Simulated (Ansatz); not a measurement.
Ligand exchange: KF + SnH3(SH) → KSH + SnH3F

Species: KF, singlet; SnH3(SH), singlet; KSH `[SH][K]`, singlet; SnH3F `[F][SnH3]`, singlet. The partners trade F for SH: K–F and Sn–SH bonds give way to K–SH and Sn–F.

Shapes, held fixed at every level: PBE0-D4/def2-TZVP. Programs: Ansatz 0.2.0. The zero-point and thermal change to 298 K, harmonic and unscaled (PBE0-D4/def2-TZVP), is -1.9 kJ/mol.

```tsv
level	kind	ΔH(298 K) (kJ/mol)	less CCSD(T)/def2-TZVPP	CPU time (sum over the molecules)
SPW92/def2-TZVPP	LDA	+23.4	+16.4	3.9 s
r2SCAN-D4/def2-TZVPP	meta-GGA	+12.2	+5.2	19 s
B3LYP-D4/def2-TZVPP	global hybrid	+15.2	+8.2	10 s
PBE0-D4/def2-TZVPP	global hybrid	+16.0	+9.0	7.8 s
r2SCAN0-D4/def2-TZVPP	global hybrid	+11.0	+4.0	13 s
MP2/def2-SVP	perturbation theory	+6.2	-0.8	–
MP2/def2-TZVPP	perturbation theory	+13.6	+6.6	–
CCSD(T)/def2-TZVPP	coupled cluster or CI	+7.0	0.0	35 s
```

The highest level, CCSD(T)/def2-TZVPP, gives ΔH(298 K) = +7.0 kJ/mol; the levels span +6.2 to +23.4. The column of differences is taken from that level and isn't an error. No measured value is set beside it here. For atoms past krypton def2 sets carry core potentials with scalar relativity. Outer-core shells of K, Sn are correlated in most correlated rows, in sets that cover them unevenly. Times are processor times on shared x86 and Arm servers, and rough.
